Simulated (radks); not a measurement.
The zinc ion Zn11+, 19 electrons, occupied as [Ar] 3d1. Method: Dirac Kohn-Sham, SOGGA, spin-unpolarised, spherical densities, finite nucleus; open shells fill j = l - 1/2 first; Fermi nuclear charge, rms radius 3.9283 fm; computed with a radial shooting solver on a logarithmic mesh with Libxc functionals.

Normalised radial functions P(r) = r R(r) (large component), r in bohr:

```
   r/bohr * 2s1/2, o 2p1/2, + 3d5/2 (the largest magnitude, 2.22, reaches the edge; | marks zero, & curves that meet)
 0.002097                             &  *
 0.002346                             &  *
 0.002624                             &  *
 0.002935                             &   *
 0.003309                             &   *
 0.003701                             &   *
  0.00414                             &    *
  0.00463                             &    *
 0.005179                             &     *
 0.005793                             &     *
 0.006479                             &      *
 0.007247                             +o     *
 0.008106                             +o      *
 0.009067                             +o       *
  0.01022                             +o       *
  0.01143                             +o        *
  0.01279                             +o         *
  0.01431                             + o        *
    0.016                             + o         *
   0.0179                             +  o         *
  0.02002                             +  o         *
  0.02239                             +   o        *
  0.02504                             +    o       *
  0.02801                             +    o       *
  0.03133                             +     o      *
  0.03533                             +       o   *
  0.03951                             +        o *
   0.0442                             +         &
  0.04943                             +       *   o
  0.05529                             |+   *        o
  0.06185                             |+ *           o
  0.06917                            *|+               o
  0.07737                         *   |+                 o
  0.08654                     *       | +                  o
   0.0968                 *           | +                    o
   0.1091             *               |  +                     o
   0.1221         *                   |  +                      o
   0.1365      *                      |   +                      o
   0.1527    *                        |    +                     o
   0.1708  *                          |     +                   o
   0.1911  *                          |      +                 o
   0.2137   *                         |        +              o
    0.239    *                        |         +          o
   0.2674       *                     |          +       o
   0.2991          *                  |            +  o
   0.3345             *               |            o+
   0.3771                 *           |         o    +
   0.4218                    *        |      o        +
   0.4718                       *     |    o          +
   0.5278                         *   |  o            +
   0.5903                           * | o            +
   0.6603                            *|o            +
   0.7385                            *|o           +
    0.826                             &          +
   0.9239                             &        +
    1.033                             &      +
    1.165                             &    +
    1.303                             &  +
    1.458                             & +
     1.63                             &+
    1.824                             &+
     2.04                             &
```

2s1/2: eigenvalue -1484.7 eV, 1 radial node at r = 0.0676 bohr, <r> = 0.225 bohr, 90 % of the charge inside 0.349 bohr. 2p1/2: eigenvalue -1347.0 eV, 0 radial nodes, <r> = 0.195 bohr, 90 % of the charge inside 0.320 bohr. 3d5/2 (empty): eigenvalue -289.65 eV, 0 radial nodes, <r> = 0.588 bohr, 90 % of the charge inside 0.920 bohr.
